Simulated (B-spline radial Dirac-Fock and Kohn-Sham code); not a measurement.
**Binding energies of Pd⁺ in different valence configurations**

Calculated with a B-spline atomic structure program, using Dirac-Fock (average of configuration) total-energy differences with a finite nucleus, the Breit interaction including its frequency dependence, and self-energy and vacuum-polarisation corrections. Correlation and solid-state effects are left out.

Reference: the tabulated ground configuration [Kr] 4d9, with 1s 24368.6 eV, 3s 691.7 eV, 3p1/2 581.2 eV, 3p3/2 553.1 eV, 4p1/2 76.51 eV, 4p3/2 72.11 eV, Kα1 21175.5 eV, Kβ1 23815.5 eV.

Shifts from the reference in eV.

```tsv
configuration	average energy	1s	3s	3p1/2	3p3/2	4p1/2	4p3/2	Kα1	Kβ1
[Kr] 4d8 5p1	+8.61	+6.98	+7.18	+7.18	+7.18	+5.91	+5.84	-0.27	-0.20
[Kr] 4d8 5s1	+3.86	+5.44	+5.68	+5.67	+5.66	+4.38	+4.31	-0.31	-0.22
[Kr] 4d7 5s2	+10.76	+11.36	+11.88	+11.74	+11.73	+8.89	+8.74	-0.60	-0.36
```
